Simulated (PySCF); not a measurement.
Se(OH)(NH2), SMILES N[Se]O (H3NOSe) (B3LYP/def2-SVP optimised geometry):

```
6

Se    -0.849    -1.020     0.000
O     -1.343     0.751     0.000
H     -1.411     1.020     0.929
N      0.964    -1.020     0.000
H      1.411    -0.679     0.849
H      1.398    -0.629    -0.835
```

Computed with PySCF 2.14.0 with B3LYP/def2-TZVP.

Problem. What are the frontier orbital energies and the dipole moment?

Solution. HOMO-2 -8.69 eV, HOMO-1 -7.94 eV, HOMO -6.30 eV, LUMO -0.79 eV, LUMO+1 -0.26 eV; dipole moment 2.09 D.

On the same geometry PBE/def2-TZVP (PySCF) gives HOMO-2 -7.38 eV, HOMO-1 -6.71 eV, HOMO -5.26 eV, LUMO -1.45 eV, LUMO+1 -0.84 eV; dipole moment 2.13 D.

Meta-Löwdin charges at B3LYP/def2-TZVP: Se1 0.48, O2 -0.68, H3 0.33, N4 -0.60, H5 0.23, H6 0.23.
